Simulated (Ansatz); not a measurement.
Input file:

```yaml
crystal:
  periodic: [false, false, false]
  atoms:
    - { symbol: B, position_ang: [-0.689198, 2.048567, 1.597683] }
    - { symbol: O, position_ang: [-0.43213, 1.326016, 0.500734] }
    - { symbol: Si, position_ang: [-1.219784, 0.133644, -0.372312] }
    - { symbol: C, position_ang: [-0.110949, -1.355287, -0.425847] }
    - { symbol: Ge, position_ang: [1.783576, -0.949564, -0.753112] }
    - { symbol: H, position_ang: [-1.720418, 1.886957, 2.203672] }
    - { symbol: H, position_ang: [0.126931, 2.850846, 1.962156] }
    - { symbol: H, position_ang: [-2.520979, -0.150393, 0.27599] }
    - { symbol: H, position_ang: [-1.443814, 0.667708, -1.731682] }
    - { symbol: H, position_ang: [-0.45975, -2.029079, -1.216229] }
    - { symbol: H, position_ang: [-0.178402, -1.906357, 0.517808] }
    - { symbol: H, position_ang: [1.915827, 0.023464, -1.929298] }
    - { symbol: H, position_ang: [2.410874, -0.328389, 0.495664] }
    - { symbol: H, position_ang: [2.525417, -2.247134, -1.096327] }
basis:
  gaussian: { orbitals: def2-SVP }
hamiltonian:
  xc: { name: BHLYP }
  dispersion: d4
neb:
  order_check: false
  images: 5
  f_tol: 0.05
  max_iterations: 58
  initial_path: idpp
  final_atoms:
    - { symbol: B, position_ang: [-0.65135054, 1.86250422, 1.82876399] }
    - { symbol: O, position_ang: [-0.39575032, 1.27731285, 0.6528768] }
    - { symbol: Si, position_ang: [-1.20092045, 0.23202573, -0.37806928] }
    - { symbol: C, position_ang: [-0.15152181, -1.28681085, -0.57816405] }
    - { symbol: Ge, position_ang: [1.76252488, -0.9247679, -0.83834226] }
    - { symbol: H, position_ang: [-1.69883176, 1.65976676, 2.39284101] }
    - { symbol: H, position_ang: [0.18129167, 2.58589773, 2.30424943] }
    - { symbol: H, position_ang: [-2.53384293, -0.06886764, 0.19392309] }
    - { symbol: H, position_ang: [-1.357891, 0.93224331, -1.66969623] }
    - { symbol: H, position_ang: [-0.51309022, -1.85666973, -1.44143633] }
    - { symbol: H, position_ang: [-0.25584299, -1.93321994, 0.29940504] }
    - { symbol: H, position_ang: [2.46150342, -2.20829219, -1.30281485] }
    - { symbol: H, position_ang: [1.94782465, 0.15638172, -1.90834103] }
    - { symbol: H, position_ang: [2.3930984, -0.45650505, 0.47370468] }
```

Command:

```bash
$ ansatz run input.yaml --threads 2 --pin off --max-ram 3072MiB --backend cpu --events-out ev --progress --plain --runs-dir out
```

Hardware: 2 threads of Intel(R) Xeon(R) Platinum 8488C (Sapphire Rapids), on a shared host.

Q: Roughly how long does this run take, and how much memory?

A: 2.8 min, with a peak of 0.39 GiB, for 9 band iterations.
